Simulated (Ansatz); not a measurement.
Mulliken charges of AuBrF3P (`F[P+](F)(F)[Au-][Br]`) from ωB97M-V/def2-TZVPP in Ansatz (PBE0-D4/def2-TZVP geometry).

```tsv
atom	x (Å)	y (Å)	z (Å)	charge (e)
F1	0.755	-0.850	1.663	-0.185
P2	0.442	-0.594	0.174	0.728
F3	-0.040	-2.000	-0.239	-0.185
F4	1.872	-0.626	-0.405	-0.185
Au5	-0.825	1.109	-0.325	0.208
Br6	-2.204	2.961	-0.868	-0.381
```

Task: By hand: the dipole of these point charges (1 e Å = 4.8032 D).

Result: Σ q r = (0.511, -0.687, 0.201) e Å, of length 0.879 e Å = 4.22 D.

Task: How does the dipole of the full density compare? (An estimate is asked.)

Result: Ansatz gave: (0.563, -0.756, 0.222) e Å, 4.65 D; the point charges give 0.91 times that, at 0° from its direction.

Point charges leave out the atoms' own dipoles, such as those of lone pairs, and Mulliken's split depends on the basis, so the close match here is no proof of good charges.
